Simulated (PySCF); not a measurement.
**Dipole moment and polarisability of Ti(NCS)Me3**

Ti(NCS)Me3, C4H9NSTi (singlet state).
Structure used (PBE0-D3(BJ)/def2-SVP), in Å, numbered top down from 1:
```xyz
16
C4H9NSTi angstrom
Ti    -0.0004    0.0063    0.0496
N      0.0059   -0.0003    1.9608
C     -0.0011   -0.0282    3.1628
S     -0.0084   -0.0634    4.7376
C      1.8910   -0.0103   -0.7222
H      1.8364   -0.1582   -1.8147
H      2.4781   -0.8269   -0.2686
H      2.3818    0.9549   -0.5077
C     -0.9400    1.6540   -0.7121
H     -0.8122    1.6750   -1.8083
H     -0.5087    2.5700   -0.2737
H     -2.0156    1.6052   -0.4697
C     -0.9584   -1.6297   -0.7126
H     -1.9762   -1.7043   -0.2935
H     -0.3886   -2.5379   -0.4502
H     -1.0181   -1.5401   -1.8111
```

Level: CAM-B3LYP/def2-SVPD (PySCF), static field, nuclei fixed, core orbitals frozen in the response. The polarisability tensor in these axes (au):

```
x   106.80  -0.05  -0.29
y    -0.05 106.89  -1.50
z    -0.29  -1.50 184.23
```

**Question.** What are the eigenvalues, a third of the trace, and Δα (Δα² = ½Σ(αi − αj)² over the three pairs)?

**Answer.** Principal values 106.77, 106.89 and 184.26 au; mean 132.64 au = 19.66 Å³ = 21.87 × 10⁻⁴⁰ C²·m²/J; Δα = 77.43 au (58 % of the mean).

**Question.** What is the dipole moment, and where does it point?

**Answer.** (0.00, 0.03, -2.81) D, 2.81 D in size, pointing from the negative to the positive side. Measured along this direction, the outermost atoms are S4 at the negative end and H10, H6 and H16 at the positive end.

**Question.** What would n − 1 = 2πNα be for an ideal gas of these molecules at 298.15 K and 1 atm, electronic part alone?

**Answer.** N = p/kT = 2.4615 × 10¹⁹ cm⁻³, so n − 1 = 2π × N × 19.66 × 10⁻²⁴ cm³ = 3040 × 10⁻⁶ at long wavelengths, for an ideal gas.

**Question.** How large is μ²/3kT at 298 K beside α?

**Answer.** In Gaussian units μ²/3kT = 64.18 Å³ against 19.66 Å³, a ratio of 3.27; the Debye molar polarisation (4π/3)N_A(α + μ²/3kT) is 211.5 cm³/mol, leaving out the vibrational part.

**Question.** What depolarisation ratio follows for Rayleigh scattering of linearly polarised light, taking the static tensor?

**Answer.** ρ = 3Δα²/(45ᾱ² + 4Δα²) = 17986.2/(791701 + 23981.7) = 0.0221.

**Question.** Sum over states: ᾱ = Σ f/ω², ω in Eh. What share falls to these 15 lowest TDDFT singlets (eV, f)? 3.58, 0.0000; 3.70, 0.0005; 3.70, 0.0005; 3.91, 0.0018; 4.10, 0.0000; 4.22, 0.0004; 4.22, 0.0005; 4.32, 0.0006; 4.32, 0.0006; 4.89, 0.0024; 4.89, 0.0025; 5.11, 0.0000; 5.25, 0.5669; 5.35, 0.0082; 5.35, 0.0089.

**Answer.** They add up to 16.07 au, 12.1 % of the 132.64 au; the largest single term is 15.25 au, from the state at 5.25 eV. Terms in order: 0.00, 0.03, 0.03, 0.09, 0.00, 0.02, 0.02, 0.02, 0.02, 0.08, 0.08, 0.00, 15.25, 0.21, 0.23 au. Higher excitations give the rest. The strengths listed sum to 0.594.

**Question.** Find the Langevin capture rate constant for NH4+ (18.034 u) meeting this molecule (150.994 u), k = 2.342 × 10⁻⁹ cm³/s × √(α in Å³ / reduced mass in u).

**Answer.** The reduced mass is 16.11 u, so k = 2.59 × 10⁻⁹ cm³/s. The formula leaves out the permanent dipole, which adds to the capture rate.

Geometry: PBE0-D3(BJ)/def2-SVP; no solvent, vibrations or thermal averaging.
